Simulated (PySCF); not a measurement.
Constitutional and geometric isomers with formula CH5BN2. Gas-phase values, no solvent. One relaxed conformer stands for each flexible species; it need not be the lowest. Strings in code marks are SMILES.

The four lowest singlet excitations (Tamm–Dancoff). Method: PBE-D3(BJ)/def2-TZVP // B3LYP-D3(BJ)/def2-TZVP in PySCF. Excitations are Tamm–Dancoff values on a coarser integration grid. The basis has no diffuse functions, so Rydberg states are missing or too high.

```tsv
state	energy (eV)	wavelength (nm)	oscillator strength
S1	5.31	233	0.006
S2	5.94	209	0.001
S3	6.22	199	0.036
S4	6.71	185	0.012
```

Question: Which member gives these states?
A) `C=NBN` (C–N–B–N torsion -91°, N–B–N–H torsion -173°)
B) `N=BCN` (N–B–C–N torsion 0°, B–C–N–H torsion -58°)
C) `[H]/N=B/NC` (C–N–B–N torsion 81°)
D) `[H]/N=C\BN` (N–C–B–N torsion -180°, C–B–N–H torsion 0°)

Answer: C, `[H]/N=B/NC` (C–N–B–N torsion 81°)
